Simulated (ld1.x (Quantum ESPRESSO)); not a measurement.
## Pseudopotential generation for indium (In): TM, PBE, fully relativistic.

```json
{
  "Element": "indium",
  "Generator": "ld1.x (Quantum ESPRESSO) 7.5",
  "Type": "norm-conserving Troullier–Martins (Kleinman–Bylander form)",
  "Functional": "PBE",
  "Relativity": "fully relativistic",
  "Frozen core": "[Ar] 3d10",
  "Valence charge": "21",
  "Reference configuration": "4s2 4p6 4d10 5s2 5p0 (charge +1)",
  "Partial waves": "4s (bound): rc 0.80 bohr; 4p (bound): rc 0.92 bohr; 4d (bound): rc 1.06 bohr",
  "Local potential": "the d channel",
  "Core correction": "none"
}
```

Open shells are filled in proportion to 2j + 1 (rel_dist='average').

Occupied shells without a wave of their own: 5s. They enter only through the test configuration that unscreens the potential.

(1) Tests: 4s2 4p6 4d10 5s2 5p1; 4s2 4p6 4d10 5s1 5p0; 4s2 4p6 4d10 5s0 5p0; 4s2 4p6 4d9 5s0 5p0; 4s2 4p6 4d9 5s2 5p1; 4s2 4p5 4d10 5s2 5p1; 4s2 4p6 4d9 5s2 5p2. Which has the largest error in its energy relative to the reference configuration, and how large is it?

A Bessel basis up to 400 Ry misses an occupied level by 0.07 Ry, so cutoffs and ghosts were not judged. The potential misses its own reference levels by up to 0.5 eV.

## Answers

(1) 4s2 4p6 4d9 5s0 5p0, with -308 meV (all-electron minus pseudo) on +103.94 eV.
